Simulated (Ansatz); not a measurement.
Reaction (formal exchange of groups at a B–C bond): `O=CCB(F)F` + `C=CNC` → `CNB(F)F` + `C=CCC=O`

Isolated molecules relaxed with PBE0-D4/def2-TZVP in Ansatz; ΔE leaves out vibrations. CBS: MP2 limit from def2 TZ/QZ plus the TZ coupled-cluster correction, frozen cores. DFT in def2-TZVPP. One conformer a species, not always the lowest.

`O=CCB(F)F`:

```xyz
9

O     2.097    0.001   -0.939
C     0.907   -0.141   -0.950
C    -0.030    0.575   -0.023
B    -0.795   -0.387    0.949
F    -1.167   -1.596    0.571
F    -1.120   -0.016    2.170
H     0.425   -0.841   -1.664
H     0.497    1.359    0.521
H    -0.814    1.045   -0.637
```

`C=CNC`:

Cartesian coordinates in Å:
```
C -1.399 0.903 1.099
C -0.512 0.639 0.138
N 0.601 -0.163 0.238
C 1.093 -0.834 -0.940
H -1.342 0.440 2.079
H -2.192 1.616 0.926
H -0.608 1.119 -0.833
H 0.636 -0.718 1.079
H 0.440 -1.643 -1.296
H 1.201 -0.108 -1.750
H 2.081 -1.252 -0.740
```

`CNB(F)F`:

Cartesian coordinates in Å:
```
C 0.810 0.793 0.235
N -0.341 0.173 -0.377
B -0.838 -1.094 -0.093
F -0.263 -1.884 0.813
F -1.913 -1.565 -0.724
H 0.541 1.716 0.758
H 1.242 0.108 0.963
H 1.580 1.030 -0.504
H -0.818 0.723 -1.071
```

`C=CCC=O`:

Z-matrix (Å, degrees):
```
C
C 1 1.495
C 1 1.507 2 111.8
H 1 1.091 2 112.2 3 -122.8
H 1 1.100 2 109.4 3 117.2
C 2 1.325 1 124.3 3 119.4
H 2 1.088 1 116.4 3 -59.9
O 3 1.198 1 124.5 2 -131.9
H 3 1.113 1 114.9 2 48.4
H 6 1.084 2 121.4 1 -179.7
H 6 1.085 2 121.5 1 0.6
```

```json
{"level": "PBE-D4", "ΔE (kcal/mol)": "-22.5"}
{"level": "r2SCAN-D4", "ΔE (kcal/mol)": "-23.8"}
{"level": "PBE", "ΔE (kcal/mol)": "-22.4"}
{"level": "HF/CBS(def2)", "ΔE (kcal/mol)": "-28.3"}
```

(1) What does CCSD(T)/CBS give? (Estimate.)

Largest T1 diagnostic among the species: 0.014.

## Answers

(1) Ansatz gave: -26.9 kcal/mol. The listed levels differ from it by 4.4, 3.1, 4.5, -1.4 kcal/mol.

From PBE to PBE0 (25 % exact exchange), in def2-TZVPP and without D4, ΔE moves by −1.7 kcal/mol. In def2-TZVPP, CCSD(T) changes the Hartree–Fock value by +1.5 kcal/mol (the triples alone add +0.5 kcal/mol) and MP2 by +1.7 kcal/mol.
